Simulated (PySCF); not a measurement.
A survey of ¹⁷O NMR shifts

Method: NMR shieldings at PBE0/pcSseg-1/GIAO, structure optimised with GFN2-xTB, in PySCF 2.14.0 with density-fitted response routines (isolated molecule, no relativistic terms, one averaged value for each set of equivalent atoms, one computed conformer).

Shieldings were converted by a linear fit to measured shifts: ¹⁷O: δ = 266.70 − 0.911σ (rms 10.7 ppm, 155 shifts, 12.2 ppm with the 3 outliers that the fit left out vs liquid water, solution or neat liquid). A few per cent of atoms miss by over 2 rms, more outside the fitted compound classes.

Problem. Match the shifts 557.0, 493.1, 454.1, 406.9, 366.1, -6.7 ppm to `O=C=PCP`, `CN1CCC(C=O)=C1F`, `N#C[C@@]12C=C[C@@H]1[C@H](F)C2=O`, `Cc1ccsc1C(=O)Cl`, `FC[C@@H]1C[SiH2]O[SiH2]1`, `C=C(C)/C(F)=C/C(N)=O`.

Solution. 557.0: N#C[C@@]12C=C[C@@H]1[C@H](F)C2=O (ketone oxygen); 493.1: CN1CCC(C=O)=C1F (aldehyde oxygen); 454.1: Cc1ccsc1C(=O)Cl (carbonyl oxygen); 406.9: O=C=PCP (carbonyl oxygen); 366.1: C=C(C)/C(F)=C/C(N)=O (amide-type carbonyl oxygen); -6.7: FC[C@@H]1C[SiH2]O[SiH2]1 (oxygen bonded to 2 Si, in a 5-membered ring).

In solution the two oxygens of a carboxylic acid give one averaged line by proton exchange, and hydrogen bonding shields acid and N–H amide carbonyl oxygens by tens of ppm; neither is in these numbers.
